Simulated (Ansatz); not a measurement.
Geometry optimisation, RKS PBE-D4/def2-SVP (Ansatz).

Input file:

```yaml
crystal:
  periodic: [false, false, false]
  atoms:
    - { symbol: "N", position_ang: [-0.4199, 0.8282, -1.6374] }
    - { symbol: Ge, position_ang: [0.6973, 0.2908, -0.3192] }
    - { symbol: Cl, position_ang: [2.2148, -0.9355, -1.2157] }
    - { symbol: Ge, position_ang: [-0.4354, -0.9783, 1.2954] }
    - { symbol: H, position_ang: [0.0884, 1.474, -2.3096] }
    - { symbol: H, position_ang: [-1.171, 1.5053, -1.1844] }
    - { symbol: H, position_ang: [1.3732, 1.5235, 0.3775] }
    - { symbol: H, position_ang: [-1.1121, -2.2001, 0.5975] }
    - { symbol: H, position_ang: [-1.6166, -0.0918, 1.9681] }
    - { symbol: H, position_ang: [0.4644, -1.4673, 2.4307] }
basis:
  gaussian: { orbitals: def2-SVP }
hamiltonian:
  xc: pbe
  dispersion: d4
relax:
  f_tol: 0.015
  max_steps: 40
output:
  orbitals: {}
```

Run as:

```bash
$ ansatz run input.yaml --threads 2 --pin off --max-ram 3072MiB --backend cpu --events-out ev --progress --plain --runs-dir out
```

Where does it end, and by what steps?

The forces met the threshold. The force dipped under the threshold on the way, but the program's further checks kept it going. After 18 steps the energy has fallen by 0.459 eV; H6 moved furthest, 1.21 Å.

```
step  energy less start (eV)  largest force component (eV/Å)  accepted
   0                  0.0000                           2.568       yes
   1                 -0.2619                           1.192       yes
   2                 -0.3013                           0.272       yes
   3                 -0.3071                           0.113       yes
   4                 -0.3125                           0.157       yes
   5                 -0.3142                           0.174       yes
   6                 -0.3216                           0.135       yes
   7                 -0.3262                           0.280       yes
   8                 -0.3349                           0.469       yes
   9                 -0.3353                           0.573       yes
  10                 -0.3798                           1.013       yes
  11                 -0.4499                           0.240       yes
  12                 -0.4559                           0.111       yes
  13                 -0.4568                           0.041       yes
  14                 -0.4575                           0.016       yes
  15                 -0.4583                           0.010       yes
  16                 -0.4586                           0.041       yes
  17                 -0.4589                           0.022       yes
  18                 -0.4589                           0.008       yes
```

```xyz
10
Properties=species:S:1:pos:R:3
N -0.463 1.201 -1.405
Ge 0.723 0.430 -0.224
Cl 2.135 -0.969 -1.211
Ge -0.509 -0.924 1.377
H -0.014 1.785 -2.120
H -1.066 0.521 -1.883
H 1.595 1.580 0.343
H -1.347 -1.965 0.591
H -1.458 -0.045 2.232
H 0.488 -1.664 2.302
```

Whether the end is a true minimum wasn't checked by a vibrational analysis.

The run took 35 s on 2 threads of Intel(R) Xeon(R) Platinum 8375C CPU @ 2.90GHz (Ice Lake), on a shared host, peak memory 0.22 GiB.
